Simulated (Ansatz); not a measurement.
Correlation energies of `C[N]=[W](=[O])([OH])[Cl]` by basis set

Cartesian coordinates in Å:
```
C 0.1185 -0.3900 -1.7477
N -0.1429 -0.2949 -0.3570
W -0.3366 0.5510 1.1520
O 0.0363 2.1919 0.8844
O 0.8747 -0.1717 2.4049
Cl -2.5235 0.3405 1.7819
H 0.9222 -1.1096 -1.9328
H 0.4081 0.5780 -2.1705
H -0.7746 -0.7475 -2.2698
H 1.4178 -0.9477 2.2545
```

Total charge 0; spin multiplicity 1. Correlated methods include outer-core shells of W, which these sets cover unevenly. W: def2 effective core potential. All single points use the PBE0-D4/def2-TZVP geometry. It is one conformer, not always the lowest. Frozen core, restricted reference, the Gaussian-basis code of Ansatz.

```json
{"basis": "def2-SVP", "HF (Eh)": "-770.03389", "MP2 corr.": "-1.21797", "CCSD corr.": "-1.18389", "(T)": "-0.05404", "CCSD(T) total": "-771.27182"}
{"basis": "def2-TZVPP", "HF (Eh)": "-770.52880", "MP2 corr.": "-1.57346", "CCSD corr.": "-1.52877", "(T)": "-0.08497", "CCSD(T) total": "-772.14254"}
{"basis": "def2-QZVPP", "HF (Eh)": "-770.55384", "MP2 corr.": "-1.71470", "CCSD corr.": "–", "(T)": "–", "CCSD(T) total": "–"}
```
